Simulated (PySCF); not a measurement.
Species: C3H5N3SSi2.
Atom-mapped SMILES: `[N:1]#[C:2][Si@@H:3]1[CH2:4][S:5][Si@@:6]1([NH2:7])[C:8]#[N:9]`

Cartesian coordinates in Å at the GFN2-xTB level; atoms count from 1:
```xyz
14
C3H5N3SSi2 angstrom
N      1.8350    2.3324    2.0969
C      1.4557    1.3118    1.7391
Si     0.7590   -0.3093    1.1228
C      1.7822   -0.8744   -0.4133
S      0.5848   -0.7699   -1.8189
Si    -0.9597   -0.0716   -0.4502
N     -1.7166    1.3306   -1.0757
C     -2.3725   -1.2771   -0.2257
N     -3.2091   -2.0333   -0.0288
H      0.8371   -1.2323    2.2573
H      2.6349   -0.2450   -0.6601
H      2.1351   -1.9018   -0.3585
H     -2.5897    1.6708   -0.7089
H     -1.1769    2.0687   -1.4980
```

Definitions: NICS(0) = −σiso at the ring centroid; NICS(1) = −σiso and NICS(1)zz = −σzz at ±1 Å along the ring normal z. Level: GIAO PBE0/pcSseg-1 (PySCF, non-relativistic, gas phase) on the GFN2-xTB geometry, one conformer.

Ring bond lengths (Å), with Mayer bond orders in brackets: Si3–C4 1.930 (0.86), C4–S5 1.849 (0.99), S5–Si6 2.179 (1.03), Si6–Si3 2.342 (0.87).

Task: What do the NICS probes read (ppm)?

Result: 
```csv
ring,type,NICS(0),"NICS(1), two faces","NICS(1)zz, two faces",rms pucker (Å),"centre to ring atoms, mean (Å)"
Si3–C4–S5–Si6,4-membered ring with S and 2 Si; formal bonds all single,-3.0,-1.6 / -2.4,5.6 / 3.7,0.00,1.46
```

Task: What can be read from them?

Result: 
- Si3–C4–S5–Si6: mean NICS(1)zz 4.7 ppm, deshielded. Si3, C4, Si6 have four or more neighbours, so the value isn't read as a sign of a π ring current.

Task: List the ring angles and the Hirshfeld charges of the ring atoms.

Result: 
- Si3–C4–S5–Si6: Si3 83.4° (+0.321 e), C4 104.2° (-0.158 e), S5 90.0° (-0.069 e), Si6 82.5° (+0.345 e); sum 360.0° against 360° for a flat convex ring.
